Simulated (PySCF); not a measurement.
**Running PySCF for PbSe2**

The script input.py:

```python
from pyscf import gto, scf

mol = gto.M(
    atom='Pb 0 0 0; Se 2.3728 0 0; Se -2.3728 0 0',
    basis='lanl2dz',
    ecp={'Pb': 'lanl2dz', 'Se': 'lanl2dz'},
    charge=0,
    spin=0,
    verbose=4,
)
mf = scf.RHF(mol)
mf.kernel()
mf.nuc_grad_method().kernel()
mf.dip_moment()
print('orbital energies (hartree):', mf.mo_energy[..., max(0, mol.nelec[1]-3):mol.nelec[0]+3].round(4))
```

```bash
$ OMP_NUM_THREADS=1 python input.py
```

It prints (some set-up lines and the per-cycle HOMO/LUMO lines with their warnings removed):

```
PySCF version 2.14.0

[INPUT] verbose = 4
[INPUT] num. atoms = 3
[INPUT] num. electrons = 16
[INPUT] charge = 0
[INPUT] spin (= nelec alpha-beta = 2S) = 0
[INPUT] symmetry False subgroup None
[INPUT] Mole.unit = angstrom
[INPUT] Symbol           X                Y                Z      unit          X                Y                Z       unit  Magmom
[INPUT]  1 Pb     0.000000000000   0.000000000000   0.000000000000 AA    0.000000000000   0.000000000000   0.000000000000 Bohr   0.0
[INPUT]  2 Se     2.372800000000   0.000000000000   0.000000000000 AA    4.483942148368   0.000000000000   0.000000000000 Bohr   0.0
[INPUT]  3 Se    -2.372800000000   0.000000000000   0.000000000000 AA   -4.483942148368   0.000000000000   0.000000000000 Bohr   0.0

nuclear repulsion = 14.7191907959879
number of shells = 12
number of NR pGTOs = 36
number of NR cGTOs = 24
basis = lanl2dz
ecp = {'Pb': 'lanl2dz', 'Se': 'lanl2dz'}

******** <class 'pyscf.scf.hf.RHF'> ********
method = RHF
initial guess = minao
damping factor = 0
level_shift factor = 0
DIIS = <class 'pyscf.scf.diis.CDIIS'>
diis_start_cycle = 1
diis_space = 8
diis_damp = 0
SCF conv_tol = 1e-09
SCF conv_tol_grad = None
SCF max_cycles = 50
direct_scf = True
direct_scf_tol = 1e-13
Set gradient conv threshold to 3.16228e-05
Initial guess from minao.
init E= 11.3306004454319
cycle= 1 E= -21.2729336681697  delta_E= -32.6  |g|= 0.82  |ddm|= 5.24
cycle= 2 E= -21.3839822775365  delta_E= -0.111  |g|= 0.148  |ddm|= 0.913
cycle= 3 E= -21.3929695296759  delta_E= -0.00899  |g|= 0.0515  |ddm|= 0.287
cycle= 4 E= -21.3948786440324  delta_E= -0.00191  |g|= 0.0138  |ddm|= 0.0873
cycle= 5 E= -21.3950578579552  delta_E= -0.000179  |g|= 0.00214  |ddm|= 0.0396
cycle= 6 E= -21.3950647331323  delta_E= -6.88e-06  |g|= 0.000412  |ddm|= 0.00776
cycle= 7 E= -21.3950649711256  delta_E= -2.38e-07  |g|= 3.45e-05  |ddm|= 0.00161
cycle= 8 E= -21.3950649724322  delta_E= -1.31e-09  |g|= 2.1e-06  |ddm|= 0.000134
cycle= 9 E= -21.3950649724357  delta_E= -3.43e-12  |g|= 1.93e-07  |ddm|= 6.26e-06
Extra cycle  E= -21.3950649724357  delta_E=    0  |g|= 5.3e-08  |ddm|= 4.49e-07
converged SCF energy = -21.3950649724357

******** <class 'pyscf.grad.rhf.Gradients'> for <class 'pyscf.scf.hf.RHF'> ********
unit = Eh/Bohr
--------------- RHF gradients ---------------
         x                y                z
0 Pb    -0.0000000000     0.0000000000    -0.0000000000
1 Se    -0.0129690287    -0.0000000000     0.0000000000
2 Se     0.0129690287     0.0000000000     0.0000000000
----------------------------------------------
Dipole moment(X, Y, Z, Debye):  0.00000,  0.00000,  0.00000
orbital energies (hartree): [-0.391  -0.3449 -0.3449 -0.0168 -0.0099 -0.0099]
```

In short: E(SCF) = -21.395065 Eh, 9 cycles, μ(SCF) = 0.00 D.

It ran on Arm Neoverse N1 (1 thread, shared host) in 1.7 s.
